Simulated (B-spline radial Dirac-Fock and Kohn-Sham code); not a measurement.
**Satellites and hypersatellites of the K lines of Os⁵⁰⁺**

System: Os⁵⁰⁺, [Ar] 3d8.

Input file task.json (cfg lists n, l and occupation; rrms is the nuclear radius in fm):

```json
{"items": [{
  "Z": 76,
  "q": 50,
  "cfg": [[1, 0, 2], [2, 0, 2], [2, 1, 6], [3, 0, 2], [3, 1, 6], [3, 2, 8]],
  "A": 192,
  "rrms": 5.4126,
  "do": ["binding", "quiet", "double"]
}]}
```

Run with: `python xray_run.py task.json out`

Calculated with a radial atomic solver, using relaxed Dirac-Fock hole states (ΔSCF) with Breit and QED corrections and a finite nucleus. Each two-hole energy is an average over J within one jj subconfiguration, not an observable level; in light atoms, where LS coupling holds, the j-resolved values are not observed lines, and for a K spectator the Kα1 hypersatellite is nearly forbidden. No correlation.

Lines without a spectator: Kα2 (K-L2) 61542.0 eV, Kα1 (K-L3) 63067.8 eV, Kβ3 (K-M2) 71360.9 eV, Kβ1 (K-M3) 71722.2 eV. Shifts in eV with one spectator hole (a dash: not computed, or left out as unreliable):

| spectator hole | Kα2 | Kα1 | Kβ3 | Kβ1 |
| --- | --- | --- | --- | --- |
| K (1s) | +1024.0 | +1106.7 | +1333.7 | +1354.4 |
| L2 (2p1/2) | +134.7 | +182.6 | – | +348.7 |
| L3 (2p3/2) | +99.9 | +110.8 | +260.0 | – |
| M2 (3p1/2) | – | +33.0 | +66.5 | +78.0 |
| M3 (3p3/2) | +18.28 | – | +57.3 | +58.9 |
